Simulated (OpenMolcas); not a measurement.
**What dynamic correlation does to the levels of P**

| Item | Value |
| --- | --- |
| Program | OpenMolcas 26.06 |
| Basis | ANO-RCC-VQZP [6s5p3d2f1g] |
| Scalar Hamiltonian | DKH2, point nucleus |
| Active space | 5 electrons in 8 orbitals (3s 3p 4s 4p) |
| State averaging | 2S+1 = 4 odd, 1 root; 2S+1 = 2 odd, 8 roots; 2S+1 = 4 even, 3 roots; 2S+1 = 2 even, 9 roots |
| Spin-orbit coupling | state interaction with AMFI integrals over the reference wave functions, term energies averaged over their components |

Methods on the same reference wave functions:
A. CASSCF
B. SS-CASPT2, IPEA 0.25 Eh, imaginary shift 0.1 Eh (closed shells correlated: 2s 2p)

Energies in cm-1 above 3s2 3p3 4S* 3/2, the measured ground level; measured values from NIST Handbook of Basic Atomic Spectroscopic Data.

```tsv
Level	A	B	Measured
3s2 3p3 4S* 3/2	0.0	0.0	0.0
3s2 3p3 2D* 3/2	14649	11920	11361
3s2 3p3 2D* 5/2	14670	11940	11377
3s2 3p3 2P* 1/2	19548	18990	18723
3s2 3p3 2P* 3/2	19560	19000	18748
```

Deviations, from unrounded energies. A percentage is the sum of absolute deviations over the sum of measured energies, with the sign that they share, or ± where signs differ.

| Against measurement | Levels | A | B |
| --- | --- | --- | --- |
| mean absolute deviation (cm-1) | 4 | 2100 | 410 |
| other terms of the ground configuration (%) | 4 | +13.7 | +2.7 |

B lies closest to measurement on these levels. The largest miss of B in the table is 3s2 3p3 2D* 5/2, by +560 cm-1. The ranking rests on the paired levels alone, and a cruder setting can come out closer through cancelling errors.

From A to B the spin-free energies of the other terms of 3s2 3p3 shown, above 4S*, scale by factors of 0.81 to 0.97.

The lowest spin-free term lies below A's lowest term by 0.120 hartree in B.

CASPT2 breaks the degeneracy within a term, and the mean is taken; among the terms shown or strongly mixed into the levels shown the widest spread is 110 cm-1 (3s2 3p3 2D*, B). The run also gave levels led by 3s2 3p2 4s, which use shells meant for correlation; these and all levels above them are left out. No level of 3s 3p4 was computed, though it lies in the active space. Without dynamic correlation excited terms often stand tens of per cent too high (terms of higher spin than the ground term too low), and those without a measured partner can miss by more than the paired ones (holds for A). Measured partners are found by configuration, term and J. A level has none where our copy of the source lacks it or the pairing is in doubt (some pairs that miss far off the trend of their configuration count as doubtful), and it then counts in no deviation. Only configurations of the active space appear. The table leaves out levels that lie high or whose names do not pair safely across all columns.

* marks odd parity.
